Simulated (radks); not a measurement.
Spherical quantum dot in the effective-mass picture: electrons in a parabolic well V = omega^2 r^2 / 2 with omega = 2.43, all in effective atomic units (hartree* = m*/eps^2 hartree, bohr* = eps/m* bohr), one dielectric constant everywhere. Method: non-relativistic Kohn-Sham, PBEsol, spin-polarised, spherical densities; computed with a radial shooting solver with Libxc functionals. Levels are named by radial order and angular momentum (1s, 1p, 1d, 2s, ...), and open shells are averaged over m. Results are scaled to m* = 0.035 and eps = 8.1, for which hartree* = 14.52 meV and bohr* = 12.25 nm.

N = 7, configuration 1s2 1p(up 3, down 2). This is the lowest configuration that the search found. Occupied and some empty levels:

| level | occupation | eigenvalue (meV) | <r> (nm) |
|---|---|---|---|
| 1s up | 1 | 138.67 | 10.29 |
| 1s down | 1 | 139.49 | 10.27 |
| 1p up | 3 | 165.07 | 13.21 |
| 1p down | 2 | 165.97 | 13.22 |
| 1d up | 0 | 193.49 | 15.44 |
| 1d down | 0 | 194.34 | 15.47 |
| 2s up | 0 | 196.95 | 14.07 |
| 2s down | 0 | 197.55 | 14.09 |
| 1f up | 0 | 223.37 | 17.33 |
| 1f down | 0 | 224.12 | 17.37 |

Energy (meV): total 810.377, kinetic 218.11, external 343.99, Hartree 315.41, exchange-correlation -67.132.
